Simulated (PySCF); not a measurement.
HF5OW, charge -1, doublet, geometry from GFN2-xTB (such geometries of metal compounds can be far from the true shape) (the multiplicity is a formal guess) (core potentials on W). Base run: PySCF with HF/def2-SVP.

Input for PySCF:
```python
from pyscf import gto, scf

mol = gto.Mole()
mol.atom = '''
    W     0.005053   -0.010379    0.002400
    F    -0.803754    1.650851   -0.381702
    F     1.532246    0.986578    0.833910
    F     0.916857    0.082543   -1.780191
    F    -0.952892   -0.008530    1.763078
    F    -1.568281   -0.912565   -0.851023
    O     0.788411   -1.619337    0.374415
    H     1.201173   -2.467120    0.570435
'''
mol.basis = 'def2-svp'
mol.ecp = {'W': 'def2-svp'}
mol.charge = -1
mol.spin = 1
mol.verbose = 4
mol.build()

mf = scf.UHF(mol)
mf.kernel()
```

Each row names what was changed in the base input (with any setting that the change needs).

```csv
change,ΔE vs base (µEh),fitting functions,outcome
base,0.0,-,converged
auxbasis = def2-svp-ri,-,-,input refused
auxbasis = autoaux,174,974,converged
auxbasis = cc-pvqz-jkfit,-,-,input refused
auxbasis = even-tempered beta=1.6,71.5,1438,converged
"exchange = seminumerical (SGX) (with mf = sgx.sgx_fit(mf, auxbasis='def2-universal-jfit'); with mf.with_df.dfj = True)",-291,394,converged
auxbasis = even-tempered beta=2.0,-109,972,converged
auxbasis = default (with mf = mf.density_fit()),459,707,converged
only_dfj = on; auxbasis = def2-universal-jfit,-284,394,converged
auxbasis = cc-pvtz-ri,-,-,input refused
```

A fitting set is made for a task (jfit for Coulomb, jkfit for Coulomb and exchange, ri for correlation) and for a family of orbital bases.

Open shells are given as the SCF converged; they aren't shown to be the lowest states, and a large step between rows can be another state.

- auxbasis = def2-svp-ri: ended with `pyscf.lib.exceptions.BasisNotFoundError: Basis set not found for W in def2-svp-ri`
- auxbasis = cc-pvqz-jkfit: ended with `pyscf.lib.exceptions.BasisNotFoundError: Basis set not found for W in cc-pvqz-jkfit`
- auxbasis = cc-pvtz-ri: ended with `pyscf.lib.exceptions.BasisNotFoundError: Basis set not found for W in cc-pvtz-ri`
